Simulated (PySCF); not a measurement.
A GIAO shielding run with PySCF (density fitting, non-relativistic, gas phase) on `C=CCN[Si@@H]1C=CC[SiH2]1`, C₆H₁₃NSi₂:

```
$ OMP_NUM_THREADS=1 python probes_run.py task.json out

{"job": {"kind": "nmr", "xc": "PBE0", "basis": "pcSseg-1"}, "charge": 0, "multiplicity": 1}
C      3.297212     1.280827    -0.254226
C      3.255131    -0.008382     0.019918
C      2.069302    -0.745742     0.576760
N      0.890446     0.042346     0.816218
Si    -0.270936     0.364428    -0.417617
C     -1.719887     1.250918     0.393620
C     -2.913983     0.675671     0.325599
C     -3.181903    -0.640105    -0.338829
Si    -1.561226    -1.460658    -0.957872
H      4.182659     1.750046    -0.647116
H      2.444081     1.921016    -0.103929
H      4.123693    -0.634329    -0.139362
H      2.380168    -1.227669     1.515258
H      1.799128    -1.544435    -0.122649
H      1.057255     0.753310     1.513536
H      0.240985     1.179666    -1.544205
H     -1.624961     2.209068     0.885772
H     -3.785751     1.152833     0.765651
H     -3.723205    -1.280076     0.362466
H     -3.874486    -0.469336    -1.167585
H     -1.718510    -1.808269    -2.377850
H     -1.375620    -2.741742    -0.260493
```

Hardware: 1 thread of an Arm Neoverse V1, shared host. The job also computes population analyses, field gradients, ring-centre shieldings.

(1) How large is the calculation?

(2) How long does it take, and how much memory does it need?

Answers

(1) 84 electrons, 232 basis functions and 1242 auxiliary functions.

(2) 56 s of wall time, with 14 SCF cycles and 5 response iterations; peak memory 1.1 GiB. Times on a shared host scatter by some tens of per cent.
